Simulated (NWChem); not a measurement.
System: tetrafluoroborate (BF₄ anion); SMILES F[B-](F)(F)F

Here is an NWChem input.

```
start job
memory heap 200 mb stack 900 mb global 1100 mb
charge -1
geometry units angstroms noautoz
  F      0.559251     0.952874    -0.883035
  B     -0.000001    -0.000002     0.000002
  F     -0.715544    -0.968019    -0.742597
  F      1.034798    -0.633592     0.726816
  F     -0.878506     0.648739     0.898814
end
basis spherical
  * library 6-31+g*
end
dft
  xc hfexch
  iterations 150
  mulliken
end
task dft energy
```

Excerpt of the output:

```
             Northwest Computational Chemistry Package (NWChem) 7.3.0
             --------------------------------------------------------

 C1  symmetry detected

                             Geometry "geometry" -> ""
                             -------------------------

 Output coordinates in angstroms (scale by  1.889725989 to convert to a.u.)

  No.       Tag          Charge          X              Y              Z
 ---- ---------------- ---------- -------------- -------------- --------------
    1 F                    9.0000     0.12897681     0.12900584     1.40257032
    2 B                    5.0000    -0.00000060     0.00000026    -0.00000310
    3 F                    9.0000    -0.56426396    -1.25994698    -0.30765842
    4 F                    9.0000    -0.84008386     1.02576086    -0.49252636
    5 F                    9.0000     1.27537135     0.10518012    -0.60238381

 Effective nuclear repulsion energy (a.u.)     178.6931501764

  xc_inp: hfexch multiplicative factor not found.

                                 NWChem DFT Module
                                 -----------------

 Summary of "ao basis" -> "ao basis" (spherical)
 ------------------------------------------------------------------------------
       Tag                 Description            Shells   Functions and Types
 ---------------- ------------------------------  ------  ---------------------
 F                          6-31+g*                  8       18   4s3p1d
 B                          6-31+g*                  8       18   4s3p1d

            General Information
            -------------------
          SCF calculation type: DFT
          Wavefunction type:  closed shell.
          No. of atoms     :     5
          No. of electrons :    42
           Alpha electrons :    21
            Beta electrons :    21
          Charge           :    -1
          Spin multiplicity:     1
          Use of symmetry is: off; symmetry adaption is: off
          Maximum number of iterations: 150
          AO basis - number of functions:    90
                     number of shells:    40
          Convergence on energy requested:  1.00D-06
          Convergence on density requested:  1.00D-05
          Convergence on gradient requested:  5.00D-04

              XC Information
              --------------
                     Hartree-Fock (Exact) Exchange  1.000

      Superposition of Atomic Density Guess
      -------------------------------------

 Sum of atomic energies:        -422.04292129

 Renormalizing density from      41.00 to     42

      Non-variational initial energy
      ------------------------------

 Total energy =    -428.850212
 1-e energy   =    -967.491613
 2-e energy   =     359.948251
 HOMO         =      -0.240375
 LUMO         =       0.214698

     ---------------------------------------------
      Total Density - Mulliken Population Analysis
     ---------------------------------------------

    Atom       Charge   Shell Charges
 -----------   ------   -------------------------------------------------------
    1 F    9     9.74   2.00  0.91  3.27  1.05  2.22  0.02  0.27  0.00
    2 B    5     3.02   2.00  0.44  0.77 -0.31 -0.06  0.01  0.02  0.16
    3 F    9     9.74   2.00  0.91  3.27  1.05  2.22  0.02  0.27  0.00
    4 F    9     9.74   2.00  0.91  3.27  1.05  2.22  0.02  0.27  0.00
    5 F    9     9.74   2.00  0.91  3.27  1.05  2.22  0.02  0.27  0.00

   convergence    iter        energy       DeltaE   RMS-Dens  Diis-err
 ---------------- ----- ----------------- --------- --------- ---------
 d= 0,ls=0.0,diis     1   -422.6801104634 -6.01D+02  7.14D-03  6.75D-01
 d= 0,ls=0.0,diis     2   -422.7510773279 -7.10D-02  1.23D-03  4.37D-02
 d= 0,ls=0.0,diis     3   -422.7555365980 -4.46D-03  4.42D-04  1.04D-03
 d= 0,ls=0.0,diis     4   -422.7557351544 -1.99D-04  6.26D-05  9.27D-05
 d= 0,ls=0.0,diis     5   -422.7557444707 -9.32D-06  3.86D-05  5.42D-06
  Resetting Diis
 d= 0,ls=0.0,diis     6   -422.7557454846 -1.01D-06  6.87D-06  1.39D-07
 d= 0,ls=0.0,diis     7   -422.7557455192 -3.46D-08  7.27D-07  1.82D-09

         Total DFT energy =     -422.755745519246
      One electron energy =     -957.600078555358
           Coulomb energy =      400.749553405259
    Exchange-Corr. energy =      -44.598370545558
 Nuclear repulsion energy =      178.693150176410

 Numeric. integr. density =        0.000000000000

                       DFT Final Molecular Orbital Analysis
                       ------------------------------------

 Vector   19  Occ=2.000000D+00  E=-3.831535D-01
              MO Center= -4.6D-02,  8.2D-03, -4.6D-01, r^2= 2.3D+00
   Bfn.  Coefficient  Atom+Function         Bfn.  Coefficient  Atom+Function
  ----- ------------  ---------------      ----- ------------  ---------------
    76      0.376992  5 F  py                39      0.341908  3 F  px
    57     -0.321387  4 F  px                80      0.266636  5 F  py
    43      0.241822  3 F  px                58     -0.229331  4 F  py
    61     -0.227308  4 F  px                62     -0.162199  4 F  py
    40     -0.154531  3 F  py                44     -0.109295  3 F  py

 Vector   20  Occ=2.000000D+00  E=-3.831529D-01
              MO Center= -7.3D-02,  3.2D-01,  2.1D-01, r^2= 2.3D+00
   Bfn.  Coefficient  Atom+Function         Bfn.  Coefficient  Atom+Function
  ----- ------------  ---------------      ----- ------------  ---------------
    59      0.374470  4 F  pz                 3      0.309528  1 F  px
     4     -0.272105  1 F  py                63      0.264852  4 F  pz
    77     -0.254826  5 F  pz                 7      0.218920  1 F  px
     8     -0.192452  1 F  py                81     -0.180231  5 F  pz
    58      0.141485  4 F  py                39     -0.139086  3 F  px

[...]
```

Level: Hartree-Fock/6-31+G* (spherical d). Coordinates come from a B3LYP/def2-SVPD optimisation.
